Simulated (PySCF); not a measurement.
Computed shifts of a molecule C₂H₇NOSi₂, PBE/pcSseg-1 in PySCF, GIAO, gas phase, atoms alike by connectivity averaged where their shifts nearly agree, in ppm (number of nuclei): ¹³C: 113.5 (1), -11.8 (1). ²⁹Si: 13.9 (1), -77.9 (1). ¹⁵N: 185.0 (1). ¹H: 5.96 (1), 5.63 (1), 4.78 (1), 4.49 (1), 0.50 (3). References: ¹³C against TMS (σ = 182.0 ppm); ²⁹Si against TMS (σ = 335.4 ppm); ¹⁷O against H2O (σ = 334.3 ppm); ¹⁵N against NH3 (σ = 267.0 ppm); ¹H against TMS (σ = 31.49 ppm), references at their B3LYP-D3(BJ)/def2-TZVP geometries, non-relativistic. Geometry optimised at PBE0-D3(BJ)/def2-SVP. Other conformers were not sampled.

### Question
Pick the molecule that these values belong to.
A. C[SiH2][SiH2]OC#N
B. C1=C[SiH2]N[SiH2]O1
C. N[Si@H](O)C#C[SiH3]
D. CC1=N[Si@@H](O)[SiH2]1

### Answer
A, C[SiH2][SiH2]OC#N
